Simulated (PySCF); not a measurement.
Input file for PySCF: R-HF/3-21G on CH4AlFO (SMILES C[O][AlH][F]), a point of a torsion scan.

```python
from pyscf import gto, scf, dft, mp
from pyscf.data.elements import chemcore

mol = gto.M(
    atom='''
    C    -1.18806362   -0.23886282    0.17917933
    O     0.08752444    0.02635061   -0.33669544
    Al    1.60076183    0.37610725   -0.86427459
    F     2.44538243   -0.53646792   -1.94745631
    H    -1.94225867    0.28118271   -0.41520359
    H    -1.38757369   -1.31171764    0.14956334
    H    -1.24719325    0.10783803    1.21283175
    H     2.26264759    1.60325340   -0.33127229
    ''',
    basis='3-21g',
    charge=0, spin=0, verbose=3, max_memory=1800)
mf = scf.RHF(mol)
mf.conv_tol = 1e-8
mf.max_cycle = 100
mf.kernel()
if not mf.converged:
    mf = mf.newton().run(mf.mo_coeff, mf.mo_occ)
```

It printed:

```
converged SCF energy = -454.034060578831
```

The run converged.

Cost: roughly 0.4 core-seconds.
